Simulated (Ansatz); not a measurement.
`B[SiH](N)F` + `[SiH3][SiH2]N[SiH2]Cl` → `BN([SiH2][SiH3])[SiH2]Cl` + `N[SiH2]F`  (cleavage of the B–Si bond)

Computed with Ansatz on PBE0-D4/def2-TZVP structures; ΔE is electronic, products minus reactants. CCSD(T)/CBS adds triple-zeta CCSD(T) − MP2 to the extrapolated MP2 energy (def2 sets, frozen cores). One conformer a species, not always the lowest.

```tsv
level	ΔE (kJ/mol)
MP2/def2-TZVPP	-163.3
SCS-MP2/def2-TZVPP	-159.7
HF/def2-QZVPP	-148.6
CCSD/CBS(def2)	-150.0
```

(1) What does CCSD(T)/CBS give? (An estimate is asked.)

Largest T1 diagnostic among the species: 0.012.

Results:

(1) Computed: -152.7 kJ/mol. The listed levels differ from it by -10.6, -7.0, 4.1, 2.7 kJ/mol.

In def2-TZVPP, CCSD(T) changes the Hartree–Fock value by −7.1 kJ/mol (the triples alone add −2.7 kJ/mol) and MP2 by −15.2 kJ/mol. The D4 term adds −4.9 kJ/mol with B3LYP and −2.9 kJ/mol with PBE0; it sums over pairs of atoms, weighted by their polarisabilities, and B3LYP, whose exchange is more repulsive, gets the larger term.

B3LYP here is the variant with VWN-RPA as its local correlation; programs differ in this.
